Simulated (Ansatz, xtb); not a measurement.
System: BH$_{2}$, charge 0, multiplicity 2. SMILES: [BH2]
Structure (B3LYP-D3(BJ)/def2-TZVP (Ansatz, a quantum-chemistry and plane-wave program) minimum search):
```
B
H 1 1.1869
H 1 1.1869 2 129.56
```
Charge 0, spin multiplicity 2.

Harmonic wavenumbers from GFN2-xTB (xtb, at its own minimum), cm⁻¹: 871, 2691, 2775.

Task: Give the harmonic wavenumbers at B3LYP-D3(BJ)/def2-TZVP (Ansatz, finite differences of forces, unscaled).

Result: 986, 2590, 2758 cm⁻¹. Zero-point energy 9.1 kcal/mol.

Task: From these and the geometry, give the ideal-gas thermochemistry at 298.15 K and 1 atm (rigid rotor, harmonic oscillator).

Result: Point group C2v, rotational symmetry number 2. Rotational constants 1163, 217.4, 183.2 GHz. S(trans) 33.60, S(rot) 11.24, S(vib) 0.10, S(elec, spin only) 1.38, S 46.3 cal/(mol K). H(298) - H(0) 2.39 kcal/mol; G - E(el) -2.4 kcal/mol.
